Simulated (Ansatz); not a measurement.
Ansatz (a quantum-chemistry and plane-wave program) input (B3LYP-D3(BJ)/def2-TZVP):

Ansatz 0.2 input:
```yaml
crystal:
  periodic: [false, false, false]
  atoms:
    - {symbol: In, position_ang: [0.14474588, 0.07552198, 0.26034827]}
    - {symbol: O, position_ang: [1.04721742, 0.36249829, -1.53043968]}
    - {symbol: H, position_ang: [0.45433642, 0.07253254, -2.23716014]}
    - {symbol: O, position_ang: [-1.71957524, -0.72531941, 0.09804356]}
    - {symbol: H, position_ang: [-2.16802176, -0.87054049, 0.93926404]}
basis:
  gaussian:
    orbitals: def2-TZVP
hamiltonian:
  xc: b3lyp
  dispersion: d3bj
magnetization: {spin_polarized: true, initial_magnetization: 1}
phonons: {temperatures: {t_min: 298.15, t_max: 298.15, t_step: 100}}
```

Output:

```
Functional definition: B3LYP
integrals: 0.04 GiB planned
855 factors; their error is unknown
mean field: 0.51 GiB planned
mean field evaluation 1: about -9289.8392 eV, gradient 6.5e1 eV
mean field evaluation 2: about -9168.4254 eV, gradient 1.6e2 eV
mean field evaluation 4: about -9304.3444 eV, gradient 6.3e0 eV
mean field evaluation 8: about -9304.4803 eV, gradient 9.4e-2 eV
mean field evaluation 16: about -9304.5248 eV, gradient 2.7e-4 eV
mean field -9304.52478549 eV, -341.9349790334 hartree, gradient 7.5e-5 eV, S^2 0.754479; 0 other end points of the search recorded, 0 dependent functions left out
the calculation of the forces begins
reference -9304.52502108 eV, -341.9349876911 hartree; 20, 19 occupied and 104, 105 virtual orbitals, 855 factors
these checks for a lower state are left out or cut short: stability, starts, cluster_reference, orbital_swaps, neighbouring_geometries, increment
integrals: 0.04 GiB planned
855 factors; their error is unknown
mean field: 0.51 GiB planned
mean field -9304.52473435 eV, -341.9349771539 hartree, gradient 2.6e-6 eV, S^2 0.754497; 0 other end points of the search recorded, 0 dependent functions left out
the calculation of the forces begins
reference -9304.52496994 eV, -341.9349858118 hartree; 20, 19 occupied and 104, 105 virtual orbitals, 855 factors
these checks for a lower state are left out or cut short: stability, starts, cluster_reference, orbital_swaps, neighbouring_geometries, increment
integrals: 0.04 GiB planned
855 factors; their error is unknown
mean field: 0.51 GiB planned
mean field evaluation 32: about -9304.5247 eV, gradient 3.0e-3 eV
mean field -9304.52472683 eV, -341.9349768776 hartree, gradient 2.6e-6 eV, S^2 0.754462; 0 other end points of the search recorded, 0 dependent functions left out
the calculation of the forces begins
reference -9304.52496241 eV, -341.9349855351 hartree; 20, 19 occupied and 104, 105 virtual orbitals, 855 factors
these checks for a lower state are left out or cut short: stability, starts, cluster_reference, orbital_swaps, neighbouring_geometries, increment
integrals: 0.04 GiB planned
855 factors; their error is unknown
mean field: 0.51 GiB planned
mean field -9304.52476369 eV, -341.9349782322 hartree, gradient 2.6e-6 eV, S^2 0.754468; 0 other end points of the search recorded, 0 dependent functions left out
the calculation of the forces begins
reference -9304.52499928 eV, -341.9349868900 hartree; 20, 19 occupied and 104, 105 virtual orbitals, 855 factors
these checks for a lower state are left out or cut short: stability, starts, cluster_reference, orbital_swaps, neighbouring_geometries, increment
integrals: 0.04 GiB planned
855 factors; their error is unknown
mean field: 0.51 GiB planned
mean field -9304.52476090 eV, -341.9349781296 hartree, gradient 2.6e-6 eV, S^2 0.754491; 0 other end points of the search recorded, 0 dependent functions left out
the calculation of the forces begins
reference -9304.52499648 eV, -341.9349867870 hartree; 20, 19 occupied and 104, 105 virtual orbitals, 855 factors
these checks for a lower state are left out or cut short: stability, starts, cluster_reference, orbital_swaps, neighbouring_geometries, increment
integrals: 0.04 GiB planned
855 factors; their error is unknown
mean field: 0.51 GiB planned
mean field -9304.52471376 eV, -341.9349763972 hartree, gradient 2.6e-6 eV, S^2 0.754492; 0 other end points of the search recorded, 0 dependent functions left out
the calculation of the forces begins
reference -9304.52494933 eV, -341.9349850544 hartree; 20, 19 occupied and 104, 105 virtual orbitals, 855 factors
these checks for a lower state are left out or cut short: stability, starts, cluster_reference, orbital_swaps, neighbouring_geometries, increment
integrals: 0.04 GiB planned
855 factors; their error is unknown
mean field: 0.51 GiB planned
mean field evaluation 64: about -9304.5247 eV, gradient 2.6e-6 eV
mean field -9304.52468838 eV, -341.9349754646 hartree, gradient 2.6e-6 eV, S^2 0.754466; 0 other end points of the search recorded, 0 dependent functions left out
the calculation of the forces begins
reference -9304.52492398 eV, -341.9349841227 hartree; 20, 19 occupied and 104, 105 virtual orbitals, 855 factors
these checks for a lower state are left out or cut short: stability, starts, cluster_reference, orbital_swaps, neighbouring_geometries, increment
integrals: 0.04 GiB planned
855 factors; their error is unknown
mean field: 0.51 GiB planned
mean field -9304.52472882 eV, -341.9349769509 hartree, gradient 2.6e-6 eV, S^2 0.754491; 0 other end points of the search recorded, 0 dependent functions left out
the calculation of the forces begins
reference -9304.52496439 eV, -341.9349856078 hartree; 20, 19 occupied and 104, 105 virtual orbitals, 855 factors
these checks for a lower state are left out or cut short: stability, starts, cluster_reference, orbital_swaps, neighbouring_geometries, increment
integrals: 0.04 GiB planned
855 factors; their error is unknown
mean field: 0.51 GiB planned
mean field -9304.52472017 eV, -341.9349766328 hartree, gradient 2.6e-6 eV, S^2 0.754467; 0 other end points of the search recorded, 0 dependent functions left out
the calculation of the forces begins
reference -9304.52495578 eV, -341.9349852912 hartree; 20, 19 occupied and 104, 105 virtual orbitals, 855 factors
these checks for a lower state are left out or cut short: stability, starts, cluster_reference, orbital_swaps, neighbouring_geometries, increment
integrals: 0.04 GiB planned
855 factors; their error is unknown
mean field: 0.51 GiB planned
mean field -9304.52471812 eV, -341.9349765576 hartree, gradient 2.6e-6 eV, S^2 0.754477; 0 other end points of the search recorded, 0 dependent functions left out
the calculation of the forces begins
reference -9304.52495372 eV, -341.9349852158 hartree; 20, 19 occupied and 104, 105 virtual orbitals, 855 factors
these checks for a lower state are left out or cut short: stability, starts, cluster_reference, orbital_swaps, neighbouring_geometries, increment
integrals: 0.04 GiB planned
855 factors; their error is unknown
mean field: 0.51 GiB planned
mean field -9304.52470700 eV, -341.9349761490 hartree, gradient 2.6e-6 eV, S^2 0.754481; 0 other end points of the search recorded, 0 dependent functions left out
the calculation of the forces begins
reference -9304.52494258 eV, -341.9349848061 hartree; 20, 19 occupied and 104, 105 virtual orbitals, 855 factors
these checks for a lower state are left out or cut short: stability, starts, cluster_reference, orbital_swaps, neighbouring_geometries, increment
integrals: 0.04 GiB planned
855 factors; their error is unknown
mean field: 0.51 GiB planned
mean field evaluation 96: about -9304.4801 eV, gradient 2.2e-1 eV
mean field -9304.52474546 eV, -341.9349775624 hartree, gradient 2.7e-6 eV, S^2 0.754479; 0 other end points of the search recorded, 0 dependent functions left out
the calculation of the forces begins
reference -9304.52498108 eV, -341.9349862212 hartree; 20, 19 occupied and 104, 105 virtual orbitals, 855 factors
these checks for a lower state are left out or cut short: stability, starts, cluster_reference, orbital_swaps, neighbouring_geometries, increment
integrals: 0.04 GiB planned
855 factors; their error is unknown
mean field: 0.51 GiB planned
mean field -9304.52473608 eV, -341.9349772177 hartree, gradient 2.6e-6 eV, S^2 0.754479; 0 other end points of the search recorded, 0 dependent functions left out
the calculation of the forces begins
reference -9304.52497164 eV, -341.9349858742 hartree; 20, 19 occupied and 104, 105 virtual orbitals, 855 factors
these checks for a lower state are left out or cut short: stability, starts, cluster_reference, orbital_swaps, neighbouring_geometries, increment
integrals: 0.04 GiB planned
855 factors; their error is unknown
mean field: 0.51 GiB planned
mean field -9304.52468636 eV, -341.9349753904 hartree, gradient 2.6e-6 eV, S^2 0.754455; 0 other end points of the search recorded, 0 dependent functions left out
the calculation of the forces begins
reference -9304.52492196 eV, -341.9349840484 hartree; 20, 19 occupied and 104, 105 virtual orbitals, 855 factors
these checks for a lower state are left out or cut short: stability, starts, cluster_reference, orbital_swaps, neighbouring_geometries, increment
integrals: 0.04 GiB planned
855 factors; their error is unknown
mean field: 0.51 GiB planned
mean field -9304.52471819 eV, -341.9349765601 hartree, gradient 2.6e-6 eV, S^2 0.754503; 0 other end points of the search recorded, 0 dependent functions left out
the calculation of the forces begins
reference -9304.52495377 eV, -341.9349852174 hartree; 20, 19 occupied and 104, 105 virtual orbitals, 855 factors
these checks for a lower state are left out or cut short: stability, starts, cluster_reference, orbital_swaps, neighbouring_geometries, increment
integrals: 0.04 GiB planned
855 factors; their error is unknown
mean field: 0.51 GiB planned
mean field evaluation 128: about -9304.5247 eV, gradient 9.4e-5 eV
mean field -9304.52471387 eV, -341.9349764012 hartree, gradient 2.6e-6 eV, S^2 0.754482; 0 other end points of the search recorded, 0 dependent functions left out
the calculation of the forces begins
reference -9304.52494944 eV, -341.9349850584 hartree; 20, 19 occupied and 104, 105 virtual orbitals, 855 factors
these checks for a lower state are left out or cut short: stability, starts, cluster_reference, orbital_swaps, neighbouring_geometries, increment
integrals: 0.04 GiB planned
855 factors; their error is unknown
mean field: 0.51 GiB planned
mean field -9304.52473179 eV, -341.9349770597 hartree, gradient 2.6e-6 eV, S^2 0.754477; 0 other end points of the search recorded, 0 dependent functions left out
the calculation of the forces begins
reference -9304.52496739 eV, -341.9349857179 hartree; 20, 19 occupied and 104, 105 virtual orbitals, 855 factors
these checks for a lower state are left out or cut short: stability, starts, cluster_reference, orbital_swaps, neighbouring_geometries, increment
integrals: 0.04 GiB planned
855 factors; their error is unknown
mean field: 0.51 GiB planned
mean field -9304.52473571 eV, -341.9349772038 hartree, gradient 2.6e-6 eV, S^2 0.754474; 0 other end points of the search recorded, 0 dependent functions left out
the calculation of the forces begins
reference -9304.52497127 eV, -341.9349858608 hartree; 20, 19 occupied and 104, 105 virtual orbitals, 855 factors
these checks for a lower state are left out or cut short: stability, starts, cluster_reference, orbital_swaps, neighbouring_geometries, increment
integrals: 0.04 GiB planned
855 factors; their error is unknown
mean field: 0.51 GiB planned
mean field -9304.52474789 eV, -341.9349776517 hartree, gradient 1.9e-6 eV, S^2 0.754484; 0 other end points of the search recorded, 0 dependent functions left out
the calculation of the forces begins
reference -9304.52498350 eV, -341.9349863101 hartree; 20, 19 occupied and 104, 105 virtual orbitals, 855 factors
these checks for a lower state are left out or cut short: stability, starts, cluster_reference, orbital_swaps, neighbouring_geometries, increment
integrals: 0.04 GiB planned
855 factors; their error is unknown
mean field: 0.51 GiB planned
mean field evaluation 160: about -9304.5247 eV, gradient 2.6e-6 eV
mean field -9304.52472349 eV, -341.9349767550 hartree, gradient 2.6e-6 eV, S^2 0.754476; 0 other end points of the search recorded, 0 dependent functions left out
the calculation of the forces begins
reference -9304.52495908 eV, -341.9349854126 hartree; 20, 19 occupied and 104, 105 virtual orbitals, 855 factors
these checks for a lower state are left out or cut short: stability, starts, cluster_reference, orbital_swaps, neighbouring_geometries, increment
integrals: 0.04 GiB planned
855 factors; their error is unknown
mean field: 0.51 GiB planned
mean field -9304.52472640 eV, -341.9349768616 hartree, gradient 2.6e-6 eV, S^2 0.754482; 0 other end points of the search recorded, 0 dependent functions left out
the calculation of the forces begins
reference -9304.52496198 eV, -341.9349855194 hartree; 20, 19 occupied and 104, 105 virtual orbitals, 855 factors
Total energy: -9304.64574748 eV, -341.9394243046 hartree
Atom 0 at     0.144746     0.075522     0.260348 Å, force     0.000095     0.000030    -0.000199 eV/Å
Atom 1 at     1.047217     0.362498    -1.530440 Å, force    -0.000007     0.000033     0.000663 eV/Å
Atom 2 at     0.454336     0.072533    -2.237160 Å, force    -0.000409    -0.000188    -0.000256 eV/Å
Atom 3 at    -1.719575    -0.725319     0.098044 Å, force     0.000230     0.000105     0.000131 eV/Å
Atom 4 at    -2.168022    -0.870540     0.939264 Å, force     0.000092     0.000021    -0.000340 eV/Å
Dipole moment:    -0.104241    -0.017543     0.496552 e Å
Vibrations: 116.11 211.83 247.33 506.95 529.82 731.42 790.50 3771.87 3812.60 cm⁻¹, zero-point energy 0.664458 eV
```

It need not be the lowest isomer of its formula.
